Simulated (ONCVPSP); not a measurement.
**An all-electron radial function and its pseudo partner (N)**

Columns: radius, all-electron u(r) and pseudo u(r) of the 2p shell (level -7.09 eV) of nitrogen in the configuration [He] 2s2 2p3; PBE, scalar-relativistic, ONCV scheme, ONCVPSP 4.0.1.

```
r (bohr)  all-electron  pseudo
   0.095        0.0668  0.0231
   0.190        0.1985  0.0891
   0.285        0.3392  0.1898
   0.380        0.4655  0.3127
   0.475        0.5693  0.4435
   0.570        0.6502  0.5683
   0.665        0.7096  0.6755
   0.760        0.7492  0.7575
   0.855        0.7719  0.8109
   0.950        0.7806  0.8364
   1.045        0.7782  0.8381
   1.140        0.7672  0.8216
   1.235        0.7498  0.7931
   1.330        0.7276  0.7582
   1.425        0.7022  0.7211
   1.520        0.6745  0.6845
   1.615        0.6455  0.6497
   1.710        0.6158  0.6171
   1.805        0.5860  0.5861
   1.900        0.5564  0.5564
   1.995        0.5273  0.5273
   2.090        0.4989  0.4989
   2.185        0.4715  0.4715
   2.280        0.4450  0.4450
   2.375        0.4197  0.4197
   2.470        0.3955  0.3955
```

Q: How many radial nodes do the two functions have?

A: The all-electron 2p function has n − l − 1 = 0; the pseudo-wave has 0.

Q: At about which radius was the pseudo-wave matched?

A: 1.90 bohr, where the columns begin to agree (steps of 0.10 bohr).

Q: Is the pseudo-wave norm-conserving?

A: Yes: the ONCV scheme keeps the norm inside the radius equal to the all-electron one, which fixes the energy derivative of the logarithmic derivative at the level.
